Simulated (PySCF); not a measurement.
C5H2N2.
SMILES: `N#CC=C=CC#N`

Level of theory: PBE0-D3(BJ)/def2-TZVP geometry optimisation, gas phase (PySCF 2.14.0).

Masses are those of the commonest isotopes; rigid-rotor values at the optimised geometry. 

Question: What are A, B and C (MHz)?

Answer: Ia = 51.96, Ib = 445.10, Ic = 471.50 u·Å²; 505379 MHz·u·Å²/I gives A = 9727, B = 1135, C = 1072 MHz.

Question: Classify the top.

Answer: A near-prolate asymmetric top; Ray's κ = -0.985.

Question: Is it planar, by Δ = Ic − Ia − Ib?

Answer: Not planar: Δ = Ic − Ia − Ib = -25.56 u·Å². For a rigid frame Δ = −2 Σ m c², so Σ m c² = 12.78 u·Å² lies off the ab plane: 3.75 from hydrogen and 9.03 from heavier atoms. The atom farthest from that plane is 1.37 Å away.

Question: Give the other two planar moments, Paa and Pbb, and the rms extents of the mass along the axes.

Answer: Paa = Σ m a² = (Ib + Ic − Ia)/2 = 432.32 and Pbb = Σ m b² = (Ia + Ic − Ib)/2 = 39.18 u·Å². With the mass M = 90.02 u, the rms extents √(P/M) along a, b and c are 2.19, 0.66, 0.38 Å.

Question: Give the coordinates in the principal-axis frame, origin at the centre of mass.

Answer: The sense of each axis is arbitrary; atoms in the order of the calculation.
```tsv
atom	mass (u)	a (Å)	b (Å)	c (Å)
N1	14.003	-3.124	-0.819	0.268
C2	12.000	-2.248	-0.159	-0.080
C3	12.000	-1.188	0.673	-0.536
C4	12.000	0.000	0.657	0.000
C5	12.000	1.189	0.676	0.534
C6	12.000	2.248	-0.159	0.080
N7	14.003	3.123	-0.821	-0.267
H8	1.008	-1.400	1.343	-1.366
H9	1.008	1.402	1.349	1.362
```

Question: Which lines would a microwave search look for?

Answer: The dipole components are |μa| = 0.00 D, |μb| = 4.06 D, |μc| = 0.00 D; the symmetry axis of this C2 structure is b, so μa and μc vanish by symmetry and there are no a-type or c-type lines. Some lines, for components of 0.1 D or more:

```tsv
type	branch	J(Ka,Kc)	MHz	lower level (cm⁻¹)
b	R	5(0,5) ← 4(1,4)	2720	1.013
b	Q	4(1,3) ← 4(0,4)	8945	0.736
b	R	1(1,1) ← 0(0,0)	10799	0.000
b	R	3(1,3) ← 2(0,2)	15055	0.221
b	Q	4(2,2) ← 4(1,3)	25558	1.034
b	Q	2(2,0) ← 2(1,1)	25775	0.512
b	Q	2(2,1) ← 2(1,2)	25965	0.505
b	Q	4(2,3) ← 4(1,4)	26188	1.013
b	R	2(2,0) ← 1(1,1)	30316	0.360
b	R	3(2,1) ← 2(1,2)	32589	0.505
b	R	4(2,2) ← 3(1,3)	34895	0.723
b	R	5(2,3) ← 4(1,4)	37236	1.013
b	Q	4(3,1) ← 4(2,2)	43112	1.887
b	Q	3(3,0) ← 3(2,1)	43115	1.592
b	R	3(3,1) ← 2(2,0)	49738	1.371
b	R	3(3,0) ← 2(2,1)	49738	1.371
b	R	4(3,2) ← 3(2,1)	51944	1.592
b	R	5(3,3) ← 4(2,2)	54150	1.887
b	R	5(3,2) ← 4(2,3)	54155	1.887
b	Q	5(4,2) ← 5(3,3)	60362	3.693
b	R	4(4,1) ← 3(3,0)	69192	3.031
b	R	4(4,0) ← 3(3,1)	69192	3.031
b	Q	5(5,0) ← 5(4,1)	77608	5.707
b	R	5(5,1) ← 4(4,0)	88646	5.339
```

Question: Estimate the classical rotational partition function at 10 K, 25 K and 298.15 K.

Answer: Point group C2, symmetry number σ = 2; q = (√π/σ)·√((kT/h)³/(ABC)), k/h = 20836.6 MHz/K: 775 at 10 K, 3060 at 25 K, 126000 at 298.15 K.

Stationary, but not proved a minimum. No vibrational averaging or centrifugal distortion is included, and the geometry carries the error of its method. Quadrupole hyperfine structure (14N) is left out.
